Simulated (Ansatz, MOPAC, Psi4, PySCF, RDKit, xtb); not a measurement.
Pair of molecules: CH4O (SMILES CO) (first 6 atoms) with CH6Si (SMILES C[SiH3]); geometry from B3LYP-D3(BJ)/def2-TZVP, rigid monomers moved along the line of their centres of mass till O2···Si8 is 3.00 Å.
(charge 0, multiplicity 1):
```xyz
14

C      0.33690    -0.27053    -0.27642
O      0.52993     0.78422     0.65793
H     -0.21442    -1.10857     0.16176
H      1.32678    -0.62097    -0.56478
H     -0.18588     0.07090    -1.17587
H     -0.33090     1.10812     0.94283
C      1.33690     0.38622     3.66209
Si    -0.38283    -0.26585     3.31982
H      1.80513     0.69245     2.72634
H      1.95668    -0.38148     4.12920
H      1.30227     1.24623     4.33344
H     -1.23609     0.77656     2.68935
H     -1.05675    -0.67894     4.57684
H     -0.35145    -1.43916     2.41396
```

```tsv
level	interaction energy (kJ/mol)	cost
MMFF94	23.0	-
UFF	27.3	-
GFN-FF	1.5	-
AM1	20.0	-
PM3	7.9	-
PM6	6.0	-
PM7	19.2	-
GFN1-xTB	-23.5	-
GFN2-xTB	-3.9	-
HF/STO-3G (no counterpoise)	12.0	-
HF/3-21G (no counterpoise)	-15.0	-
HF/6-31G*	13.9	-
HF/aug-cc-pV(D+d)Z	14.0	-
PBE/def2-TZVPPD	-0.6	×1
PBE-D3(BJ)/def2-TZVPPD	-8.3	×1
PBE-D4/def2-TZVPPD	-8.3	×1
BP86/6-31G* (no counterpoise)	-3.8	-
r2SCAN/def2-TZVPPD	-4.5	×1
r2SCAN-D3(BJ)/def2-TZVPPD	-7.4	×1
r2SCAN-D4/def2-TZVPPD	-7.0	×1
B3LYP/3-21G (no counterpoise)	-30.3	-
B3LYP/6-31G*	7.9	-
B3LYP/6-31G* (no counterpoise)	-4.9	-
B3LYP/6-311+G** (no counterpoise)	4.2	-
B3LYP/def2-TZVPPD	5.7	×1
B3LYP-D3(BJ)/def2-TZVPPD	-6.9	×1
B3LYP-D4/def2-TZVPPD	-6.1	×1
PBE0/def2-TZVPPD	-0.4	×1
PBE0-D3(BJ)/def2-TZVPPD	-7.6	×1
PBE0-D4/def2-TZVPPD	-7.3	×1
M06-2X/6-31G* (no counterpoise)	-17.8	-
wB97X-V/def2-TZVPPD	-5.9	×3
wB97M-V/def2-TZVPPD	-7.5	×3
MP2/6-31G*	7.4	-
MP2/6-31G* (no counterpoise)	-8.4	-
MP2/aug-cc-pV(D+d)Z	-2.2	-
SCS-MP2/aug-cc-pV(D+d)Z	2.0	-
CCSD/aug-cc-pV(D+d)Z	0.2	-
CCSD(T)/aug-cc-pV(D+d)Z	-2.2	×50
SAPT0/jun-cc-pV(D+d)Z	-1.2	-
```

The rows run from -30.3 (B3LYP/3-21G (no counterpoise)) to 27.3 kJ/mol (UFF). In aug-cc-pV(D+d)Z the value moves HF 14.0, MP2 -2.2, CCSD 0.2, CCSD(T) -2.2, a shift of -16.2 from HF to CCSD(T). The dispersion term adds -7.7 in PBE-D3(BJ), -7.7 in PBE-D4, -2.9 in r2SCAN-D3(BJ). The 6 functionals in def2-TZVPPD without D3 or D4 span 13.2, from wB97M-V to B3LYP.

Monomers are frozen at their geometry in the pair; levels with a basis set take the counterpoise correction. Rows marked so take none. RDKit's UFF carries no charges.

Cores are frozen in the correlated methods. Rows in 3-21G, 6-311+G**, 6-31G*, STO-3G carry no dispersion term and start afresh at each structure (6-31G* with six Cartesian d functions). MP2/6-31G* freezes PySCF's default core. The state reached by AM1, PM3, PM6, PM7 isn't checked; PM7 holds dispersion and hydrogen-bond terms.

Run with Ansatz (Gaussian basis) for Hartree–Fock, density functionals and correlated methods; MOPAC for AM1, PM3, PM6, PM7 (differences of heats of formation); Psi4 for SAPT; PySCF for 3-21G rows, 6-311+G** rows, 6-31G* rows, STO-3G rows, the dispersion terms; RDKit for the force fields; xtb for the GFN methods. Values without a source in brackets are computed.

Costs are rough ratios of core time to PBE/def2-TZVPPD (about 12 s over the structures, on one shared machine); a dash marks a level with no comparable run of its own.

Ansatz is a program for electronic structure.
